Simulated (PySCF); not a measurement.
# Electron correlation in Br (bromine, neutral)

[Ar] 3d10 4s1 4p6, 2S determinant (an excited configuration). Computed with PySCF 2.14 in aug-cc-pVQZ-DK (8s7p5d3f2g, 93 functions), with the spin-free X2C one-electron Hamiltonian (Gaussian nucleus). Frozen: [Ar] 3d10; 7 electrons correlated.

```
  level  correlation energy (mhartree)
   CCSD                        -298.90
    (T)                         -55.76
CCSD(T)                        -354.66
```

Diagnostics: T1 = 0.027, D1 = 0.0498, largest double amplitude 0.262.

A double-excitation amplitude exceeds 0.15, a sign of near-degeneracy.

Cost of the coupled-cluster step: roughly 40 core-seconds, for 7 correlated electrons.
